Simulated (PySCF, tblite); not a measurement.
C4H15NSSi2.
Geometry (GFN2-xTB, Å), atoms numbered from 1 in this order:
```
atom  x, y, z in Å
C1    -3.2284    0.2780   -0.4866
C2    -2.2766   -0.8944   -0.6896
C3    -1.4178   -1.1681    0.5494
N4    -0.5700   -0.0673    0.9286
Si5    0.8593    0.3189    0.0716
Si6    2.2545   -1.5279    0.0972
S7     1.5809    2.0214    1.1882
C8     3.0741    2.3535    0.2146
H9    -3.8470    0.4223   -1.3689
H10   -3.8813    0.0968    0.3648
H11   -2.6715    1.1951   -0.3086
H12   -1.6137   -0.6862   -1.5314
H13   -2.8468   -1.7961   -0.9212
H14   -2.0677   -1.4210    1.3932
H15   -0.7701   -2.0265    0.3477
H16   -1.0813    0.6795    1.3750
H17    0.6593    0.8920   -1.2821
H18    2.0925   -2.3668    1.2871
H19    3.6782   -1.1805    0.0195
H20    1.9720   -2.3780   -1.0650
H21    3.7474    1.5038    0.2752
H22    2.8030    2.5474   -0.8187
H23    3.5464    3.2310    0.6431
```

The calculation used PBE0/pcSseg-1 in PySCF (dipole) on a GFN2-xTB geometry, gas phase.

Take the most abundant isotopes and a rigid rotor. The values belong to one conformer with, in the numbering `[CH3:1][CH2:2][CH2:3][NH:4][Si@H:5]([SiH3:6])[S:7][CH3:8]`, C1–C2–C3–N4 -61°, C2–C3–N4–Si5 -76°, C3–N4–Si5–Si6 -58°, N4–Si5–S7–C8 180°.

(1) What are A, B and C (MHz)?

(2) What kind of rotor is it?

(3) What does the inertial defect say?

(4) Predict some low-J microwave lines.

(5) Estimate the classical rotational partition function at 25 K, 50 K and 298.15 K.

Results:

(1) Ia = 337.18, Ib = 755.81, Ic = 990.27 u·Å²; 505379 MHz·u·Å²/I gives A = 1499, B = 668.7, C = 510.3 MHz.

(2) An asymmetric top; Ray's κ = -0.680.

(3) Not planar: Δ = Ic − Ia − Ib = -102.71 u·Å². For a rigid frame Δ = −2 Σ m c², so Σ m c² = 51.36 u·Å² lies off the ab plane: 17.86 from hydrogen and 33.50 from heavier atoms. The atom farthest from that plane is 1.73 Å away.

(4) The dipole components are |μa| = 0.87 D, |μb| = 0.35 D, |μc| = 0.96 D. Intensities carry the squares of the components, which stand as 0.81 : 0.13 : 1.00 (a : b : c). Some lines, for components of 0.1 D or more:

```
type  branch         J(Ka,Kc)   MHz  lower level (cm⁻¹)
   b       R  4(2,2) ← 3(3,1)   429               0.509
   c       Q  3(1,3) ← 3(0,3)   523               0.233
   b       Q  1(1,0) ← 1(0,1)   988               0.039
   b       R  3(1,2) ← 2(2,1)  1270               0.239
   b       R  1(1,1) ← 0(0,0)  2009               0.000
   a       R  2(0,2) ← 1(0,1)  2337               0.039
   b       Q  3(2,1) ← 3(1,2)  2367               0.282
   c       Q  2(2,1) ← 2(1,1)  2491               0.156
   b       R  4(1,3) ← 3(2,2)  2719               0.357
   b       R  3(0,3) ← 2(1,2)  2765               0.140
   b       Q  2(2,1) ← 2(1,2)  2965               0.140
   b       R  2(1,2) ← 1(0,1)  3030               0.039
   c       R  2(1,1) ← 1(0,1)  3505               0.039
   b       Q  3(3,0) ← 3(2,1)  4460               0.361
   b       Q  3(3,1) ← 3(2,2)  4559               0.357
   c       R  2(2,0) ← 1(1,0)  5027               0.072
   c       R  2(2,1) ← 1(1,1)  5165               0.067
   c       R  3(2,1) ← 2(1,1)  6128               0.156
   c       Q  4(4,1) ← 4(3,1)  6321               0.668
   c       R  4(1,3) ← 3(0,3)  6457               0.233
   c       R  3(2,2) ← 2(1,2)  6502               0.140
   b       R  4(2,3) ← 3(1,2)  6967               0.282
   c       R  4(2,3) ← 3(1,3)  7915               0.250
   b       R  4(2,2) ← 3(1,3)  8203               0.250
   b       R  4(3,2) ← 3(2,1)  9211               0.361
   c       R  4(3,1) ← 3(2,1)  9222               0.361
   c       R  4(3,2) ← 3(2,2)  9311               0.357
```

(5) Point group C1, symmetry number σ = 1; q = (√π/σ)·√((kT/h)³/(ABC)), k/h = 20836.6 MHz/K: 29500 at 25 K, 83300 at 50 K, 1210000 at 298.15 K.

Its GFN2-xTB frequencies are all real (lowest 25 cm⁻¹). These are rigid-rotor constants of the computed structure; measured ground-state constants (B0) also hold zero-point vibration. A rigid rotor knows nothing of inversion at nitrogen or internal rotation, which can split or shift real lines. Quadrupole hyperfine structure (14N) is left out.
